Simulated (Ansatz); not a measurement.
A nudged elastic band was laid between two geometries of AsH3 + CH7NSi (14 atoms, charge 0, multiplicity 1).

All numbers below come from RHF/def2-SVP (Ansatz).

```yaml
movable_images: 7
climbing_image: yes
spring: 5.0 eV/Å²
optimiser: quadratic models (default)
start_path: through a guess of the saddle point
force_threshold: 0.05 eV/Å
iteration_limit: 60
end_points: relaxed
```

Image 0:

```xyz
14
Properties=species:S:1:pos:R:3
Si -0.070 -1.131 -1.236
C 0.667 -1.954 0.286
H 0.396 -1.878 -2.439
H -1.552 -1.205 -1.228
N 0.352 0.552 -1.244
H -1.708 1.596 1.383
As -0.836 2.820 1.268
H 1.759 -1.888 0.277
H 0.402 -3.013 0.321
H 0.308 -1.478 1.200
H -0.146 1.187 -1.839
H 1.314 0.828 -1.179
H 0.392 2.158 1.840
H -1.279 3.406 2.591
```

Image 8:

```xyz
14
Properties=species:S:1:pos:R:3
Si -0.277 0.918 -1.263
C 0.353 -2.767 1.983
H 0.959 0.193 -0.898
H -1.412 -0.028 -1.367
N -0.003 1.675 -2.786
H 0.593 -1.783 2.385
As -0.890 2.462 0.463
H 0.536 -3.526 2.744
H 0.980 -2.966 1.113
H -0.696 -2.794 1.688
H -0.733 2.133 -3.294
H 0.899 2.037 -3.029
H 0.507 2.995 0.679
H -0.816 1.451 1.583
```

Which bonds break or form, and what moves?

Bonds broken: Si1–C2, H6–As7. Bonds formed: Si1–As7, C2–H6. AsH3 + CH7NSi becomes AsH6NSi + CH4.

Give the energies along the band, and the barrier.

It converged. The highest image is number 4 of 0 to 8, 3.62 eV above the first end and 3.83 eV above the last; the last end lies 0.21 eV below the first. Neighbouring images differ by up to 3.3 eV, so the band resolves the path poorly. A vibrational analysis at the climbing image gives one clearly imaginary mode, 1176i cm⁻¹: a first-order saddle point. The orbitals stay closed-shell, which can raise the energy where a bond breaks towards radicals; this wasn't checked here.

```csv
image,path coordinate (Å),energy (eV),Si1–C2 (Å),H6–As7 (Å),Si1–As7 (Å)
0,0.00,0.00,1.88,1.51,4.74
1,1.36,0.02,1.88,1.51,4.47
2,2.73,0.13,1.88,1.50,4.37
3,4.09,0.57,1.90,1.49,3.66
4,5.46,3.62,2.15,2.14,3.07
5,7.89,0.28,3.39,2.81,2.42
6,10.32,-0.21,4.40,3.82,2.38
7,12.75,-0.21,4.73,4.44,2.40
8,15.19,-0.21,4.95,4.89,2.40
```

What is the geometry of the highest image?


```xyz
14
Properties=species:S:1:pos:R:3
Si -0.235 -0.477 -0.994
C 0.499 -1.166 0.907
H 0.382 -1.678 -1.620
H -1.682 -0.685 -0.967
N 0.575 0.777 -1.775
H -0.136 -0.062 0.720
As -1.166 1.811 0.821
H 1.542 -1.232 0.599
H -0.007 -2.128 0.831
H 0.472 -0.848 1.950
H 0.386 1.752 -1.656
H 1.278 0.578 -2.460
H 0.010 2.217 1.691
H -1.918 1.142 1.954
```

Run time: 10 min on 2 threads of Arm Neoverse V2 (shared host), peak memory 0.34 GiB.
